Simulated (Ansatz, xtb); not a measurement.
**ClGaHNSi: where a starting geometry ends**

The starting geometry of this gas-phase triplet was built from a drawn formula by distance geometry and a force field; its bonds are those of `[H]/N=[Si](/Cl)[Ga]`.

```tsv
atom	x (Å)	y (Å)	z (Å)
Cl	-0.4360	-1.8948	-1.2468
Ga	-2.6146	-1.4041	1.7223
N	-1.0009	1.0481	-0.0463
Si	-1.2778	-0.4933	0.1071
H	-1.4256	1.6583	0.5893
```

Question: Predict what it relaxes into with r2SCAN-D4/def2-SVP.

Answer: It keeps its bonds, and is `[H]/N=[Si](/Cl)[Ga]`.

The energy falls by 0.29 eV over 9 steps:

| step | E − E(last) (eV) |
| --- | --- |
| 1 | 0.295 |
| 2 | 0.081 |
| 3 | 0.022 |
| 4 | 0.011 |
| 5 | 0.005 |
| 6 | 0.002 |
| 7 | 0.000 |
| 8 | 0.000 |
| 9 | 0.000 |

Final geometry (Å):

```xyz
5

Cl   -0.5859   -1.8651   -1.0348
Ga   -2.6178   -1.9163    1.6554
N    -0.9551    1.1234   -0.1007
Si   -1.3717   -0.4057    0.2245
H    -1.2244    1.9779    0.3813
```

From the same start GFN2-xTB ends elsewhere, differing in Cl1–Ga2 (2.17 against 3.37 Å here), Cl1–Si4 (4.19 against 2.08 Å here).

No frequencies were run, so the end isn't proven a minimum. Open shells are spin-unrestricted. The triplet needn't be the ground state. Run with Ansatz 0.2.0, 3.9 min on 1 thread of AMD EPYC (Zen 3) (shared host).
